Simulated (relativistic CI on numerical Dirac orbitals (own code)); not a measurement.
## Crystal-field levels of Mo⁴⁺, 4d2

Calculated by Dirac-Coulomb-Breit CI, orbitals from a KLI potential per configuration, QED by a radiative potential, valence Slater integrals scaled by 0.8, one configuration in a parametric crystal field (own radial code).

Field parameters in Wybourne normalisation: Oh B⁴₀ = 21Dq, B⁴₄ = √(5/14) B⁴₀. The field is a parameter set, without covalency.

S and J are read from ⟨S²⟩ = S(S + 1) and ⟨J²⟩ = J(J + 1) of each level; they are not fictitious spins.

Oh, 10Dq = 7250 cm⁻¹, the lowest 10 levels:

```csv
E (cm⁻¹),Degeneracy,Irrep,S,J
0.0,2,E,0.99,2.47
181,3,T2,1.00,2.68
1463,3,T1,1.00,3.46
2148,1,A1,1.00,3.89
6774,3,T2,0.96,3.03
6899,1,A2,1.00,3.00
7631,3,T1,1.00,3.53
7762,2,E,1.00,3.68
11263,3,T2,0.15,2.64
11358,2,E,0.08,2.90
```

Oh, 10Dq = 13050 cm⁻¹, the lowest 16 levels:

| E (cm⁻¹) | Degeneracy | Irrep | S | J |
| --- | --- | --- | --- | --- |
| 0.0 | 2 | E | 1.00 | 2.60 |
| 100 | 3 | T2 | 1.00 | 2.72 |
| 1315 | 3 | T1 | 1.00 | 3.46 |
| 1904 | 1 | A1 | 1.00 | 3.81 |
| 10391 | 3 | T2 | 0.34 | 2.98 |
| 11135 | 2 | E | 0.03 | 3.08 |
| 12209 | 1 | A2 | 1.00 | 3.00 |
| 12887 | 3 | T1 | 1.00 | 3.46 |
| 12912 | 3 | T2 | 0.85 | 3.00 |
| 12956 | 2 | E | 1.00 | 3.56 |
| 20588 | 1 | A1 | 0.85 | 1.65 |
| 21431 | 3 | T1 | 1.00 | 1.35 |
| 22030 | 3 | T2 | 0.94 | 2.26 |
| 22218 | 2 | E | 0.99 | 2.13 |
| 22423 | 1 | A1 | 0.32 | 3.08 |
| 24042 | 3 | T2 | 0.37 | 3.25 |

Oh, 10Dq = 18850 cm⁻¹, the lowest 10 levels:

```csv
E (cm⁻¹),Degeneracy,Irrep,S,J
0.0,2,E,1.00,2.65
65.4,3,T2,1.00,2.73
1229,3,T1,1.00,3.43
1769,1,A1,1.00,3.76
10681,3,T2,0.05,3.04
10965,2,E,0.02,3.14
17740,1,A2,1.00,3.00
18056,3,T2,0.99,3.07
18397,3,T1,1.00,3.44
18438,2,E,1.00,3.50
```

The free-ion ground term has S = 1. Every field shown keeps that spin.

Levels of this model without a field, named by their leading LS term (the scale mimics covalency, so terms lie below those of the real free ion): 3F_2 0, 3F_3 1468, 3F_4 3144, 1D_2 10443, 3P_0 11240, 3P_1 11835, 3P_2 13368, 1G_4 15838 cm⁻¹.
